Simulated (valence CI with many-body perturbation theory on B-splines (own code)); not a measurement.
**Ir46+ in brief**

Method: valence CI with perturbative core correlation (CI+MBPT): three valence electrons over a frozen Dirac-Fock core [Ar] 3d10, radial functions for each j: 11 s, 11 p, 10 d, 8 f, 5 g, 2 h, with the one-electron correlation potential Σ1, the two-electron term Σ2, the three-electron term Σ3, Breit, model QED; selected CI, second order for the rest, scaled by the run's own slope (own B-spline code, finite nucleus).

No measured spectrum was set against this ion. As an estimate, large intervals hold to a few tenths of a per cent, small ones and those within an open d or f shell to about a per cent.

Levels are named by their leading jj configuration (3d3/2^4 stands for four electrons in 3d with j = 3/2), which in mixed levels can hold well under half, so a name can repeat and another be missing.

Rates and lifetimes use the calculated energies. Strong lines usually hold to 10 to 20 %, long lifetimes can be off by a factor of two.

(1) What is the ground level?

(2) Name the longest-lived excited levels whose lifetime is computed, and their main decay.

(3) How well does LS coupling describe the low levels?

(4) What is the ionisation energy?

(5) Where does the other parity begin?

Answers

(1) (4s^2 4p1/2) J=1/2, composition 100 % 4s²4p ²P°, g = 0.658.

(2) (4s 4p3/2 4d5/2) J=9/2 at 520.19 eV lives 128 ns, mostly by M1 to (4s 4p1/2 4d5/2) J=7/2; (4s^2 4p3/2) J=3/2 at 121.43 eV lives 105 ns, mostly by M1 to (4s^2 4p1/2) J=1/2.

(3) Among the lowest 20 levels the leading LS term, summed over configurations, holds 66 % on average. For single configurations the figures are 65 % in LS and 96 % in jj coupling. Terms mix most in the J = 3/2 level at 398.42 eV, where the leading one holds 37 %.

(4) 2501.5 eV; NIST lists 2500 ± 4 eV (theoretical).

(5) At (4s 4p1/2^2) J=1/2, 104.57 eV.
